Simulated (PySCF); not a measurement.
Breaking a bond: AsH, triplet.

Calculation: CCSD(T) on UHF/cc-pVDZ, 9 core orbitals frozen (PySCF 2.14.0).

Relative to R = 1.53 Å, what are the energies at R = 1.36, 1.45, 1.76, 3.76 Å?

0.360 eV at 1.36 Å, 0.076 eV at 1.45 Å, 0.298 eV at 1.76 Å, 2.577 eV at 3.76 Å.

The unrestricted determinant behind UCCSD(T) is spin-contaminated at 2.06 to 6.19 Å (<S²> up to 3.0, against 2.00 for a pure triplet).
